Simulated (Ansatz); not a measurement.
Geometry optimisation, RKS PBE0-D4/def2-SVP in Ansatz 0.2.0.

input.yaml

```yaml
crystal:
  periodic: [false, false, false]
  atoms:
    - { symbol: Ge, position_ang: [-0.080379, 0.346772, -0.138049] }
    - { symbol: F, position_ang: [-0.551008, 0.438395, 1.502482] }
    - { symbol: H, position_ang: [1.430356, 0.143556, -0.209358] }
    - { symbol: H, position_ang: [-0.633505, 1.607163, -0.808736] }
    - { symbol: Cl, position_ang: [-1.083581, -1.340943, -1.007255] }
    - { symbol: Si, position_ang: [1.087554, -2.639326, 1.322573] }
    - { symbol: H, position_ang: [0.105461, -3.731703, 1.070199] }
    - { symbol: H, position_ang: [1.820878, -2.32685, 0.06228] }
    - { symbol: H, position_ang: [2.078789, -3.096988, 2.339393] }
    - { symbol: H, position_ang: [0.407835, -1.434176, 1.82507] }
basis:
  gaussian: { orbitals: def2-SVP }
hamiltonian:
  xc: pbe0
  dispersion: d4
relax:
  f_tol: 0.03
  max_steps: 50
```

Launched with:

```bash
$ ansatz run input.yaml --threads 4 --pin off --max-ram 5120MiB --backend cpu --events-out ev --progress --plain --runs-dir out
```

Where does it end, and by what steps?

It converged. After 5 steps the energy has fallen by 0.158 eV; F2 moved furthest, 0.43 Å.

```tsv
step	energy less start (eV)	largest force component (eV/Å)	accepted
0	0.0000	0.972	yes
1	-0.1313	0.365	yes
2	-0.1324	0.562	yes
3	-0.1519	0.281	yes
4	-0.1561	0.161	yes
5	-0.1585	0.025	yes
```

```xyz
10
Properties=species:S:1:pos:R:3
Ge -0.186 0.619 -0.251
F -0.721 0.817 1.386
H 1.336 0.474 -0.221
H -0.773 1.778 -1.062
Cl -1.044 -1.220 -0.955
Si 1.188 -2.901 1.410
H 0.156 -3.943 1.142
H 1.891 -2.549 0.140
H 2.189 -3.429 2.387
H 0.546 -1.681 1.983
```

Whether the end is a true minimum wasn't checked by a vibrational analysis.

Time of the run: 17 s on 4 threads of Arm Neoverse V1 (shared host), peak memory 0.28 GiB.
